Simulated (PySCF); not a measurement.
## Br²⁺: ionisation energy

Br²⁺ [Ar] 3d10 4s2 4p3 (4S) → Br³⁺ [Ar] 3d10 4s2 4p2 (3P), as a difference of total energies. All numbers are calculated (PySCF 2.14, no relativity, point nucleus, in dyall-av2z (16s12p8d, 92 functions)). Correlated levels: valence: [Ar] 3d10 frozen; virtual orbitals above 40 to 60 times the deepest correlated orbital energy dropped. The calculations carry no spin-orbit coupling.

```tsv
method	ionisation energy (eV)	plus first-order spin-orbit estimate	difference from reference of that sum (eV)
UHF	34.519	34.142	-0.729
LDA	35.192	34.815	-0.056
PBE	35.013	34.635	-0.236
PBE0	35.116	34.739	-0.132
r2SCAN	35.312	34.935	+0.064
BP86	35.082	34.705	-0.166
B97-3	34.890	34.512	-0.359
PBEsol	35.037	34.660	-0.211
B3LYP	35.026	34.648	-0.223
MP2 (valence)	34.918	34.541	-0.330
SCS-MP2 (valence)	34.776	34.399	-0.472
```

Reference: 34.871 ± 0.019 eV (measured; NIST Atomic Spectra Database, ionization energies).

A first-order spin-orbit estimate (lowest level to lowest level, LS coupling) adds -0.377 eV.

These non-relativistic numbers lack the scalar-relativistic shift.

Errors of the correlated levels include the incompleteness of this basis and the frozen core.
